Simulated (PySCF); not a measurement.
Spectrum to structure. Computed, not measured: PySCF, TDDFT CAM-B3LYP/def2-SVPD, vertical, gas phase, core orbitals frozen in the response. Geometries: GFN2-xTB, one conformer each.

```tsv
state	λ (nm)	f
S1	225.9	0.074
S2	200.7	0.0033
S3	191.5	0.060
S4	187.1	0.0000
S5	166.9	0.0000
S6	163.6	0.462
S7	161.0	0.433
S8	155.4	0.0000
```

Orbital energies (eV): HOMO-3 -12.82, HOMO-2 -10.46, HOMO-1 -10.39, HOMO -9.08, LUMO -0.25, LUMO+1 0.32, LUMO+2 1.30.

**Question.** Which structure fits? All have the formula C5H3F2N.
A. `Fc1cccc(F)n1`
B. `C(=C(/C(F)=C)F)/C#N`
C. `N#C[C@@]1(F)C/C1=C/F`

**Answer.** A. Its S1 lies at 5.49 eV; the nearest of the others has S1 at 5.22 eV. S1 is HOMO→LUMO (85%), HOMO-1→LUMO+1 (14%). Löwdin shares by element: HOMO carbon 72% or more (atoms not listed hold the other 28%); LUMO carbon 50% or more, nitrogen 19% (atoms not listed hold the other 30%). At the same level the other candidates give, for their lowest levels:
- `C=C(F)/C(F)=C\C#N`: 238 nm (f 0.667); 205 nm (f 0.000); 193 nm (f 0.017); 181 nm (f 0.000); 170 nm (f 0.005); T1 2.86 eV; HOMO -9.09, LUMO -1.54 eV
- `N#C[C@@]1(F)C/C1=C/F`: 197 nm (f 0.000); 183 nm (f 0.301); 171 nm (f 0.004); 167 nm (f 0.004); 163 nm (f 0.076); T1 4.20 eV; HOMO -9.89, LUMO -0.35 eV
Triplets come from the Tamm–Dancoff approximation.
